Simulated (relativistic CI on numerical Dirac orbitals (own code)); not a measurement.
Tl VI: q coefficients and field-shift factors

Method of calculation: Dirac-Coulomb-Breit CI, orbitals from a KLI potential per configuration, valence Slater integrals scaled by 0.85, P86 correlation energy added to each configuration, derivatives by finite differences, QED left out (own radial code, finite nucleus).

Configurations in the expansion (outside the closed core [Kr] 4d10 4f14 5s2): 5p⁶5d⁸, 5p⁶5d⁷6s, 5p⁶5d⁷5f, 5p⁶5d⁷6p, 5p⁶5d⁶6s², 5p⁵5d⁹, 5p⁶5d⁷6d, 5p⁴5d¹⁰. Levels of other configurations are missing.

With x = (α/α₀)² − 1 an excitation energy changes as ω = ω₀ + qx; K = 2q/ω₀ is the relative enhancement. Terms are leading LS components, so labels can repeat. The field-shift factor is F = δν/δ⟨r²⟩ for the transition from the lowest level.

Lowest level 5p⁶5d⁸ ³F4.

```csv
Level,ω₀ (cm⁻¹),q (cm⁻¹),K,F (GHz/fm²)
5p⁶5d⁸ ¹D2,8044.1,-1144,-0.284,1.64
5p⁶5d⁸ ³F3,17068.1,16940,1.99,2.07
5p⁶5d⁸ ³P0,22163.8,2640,0.238,2.53
5p⁶5d⁸ ³P2,24741.7,17310,1.4,3.57
5p⁶5d⁸ ³P1,29252.5,15990,1.09,4.59
5p⁶5d⁸ ¹G4,33354.7,15380,0.922,3.13
5p⁶5d⁸ ¹D2,41415.7,32950,1.59,5.23
5p⁶5d⁸ ¹S0,66687.7,30520,0.915,5.34
5p⁶5d⁷6s ⁵F5,128207.3,-86950,-1.36,165
5p⁶5d⁷6s ⁵F4,136968.8,-81450,-1.19,160
5p⁶5d⁷6s ³P2,144173.8,-84940,-1.18,162
5p⁶5d⁷6s ⁵F3,144324.7,-78750,-1.09,165
5p⁶5d⁷6s ⁵F1,146369.0,-81600,-1.12,161
```

At this charge configurations can still be misplaced by up to about 7 % of their energy. Levels and lines within the n = 5 or 6 shells can be off by up to 10 % or somewhat more, and those that change n by about 2 %, since core polarisation is missing.
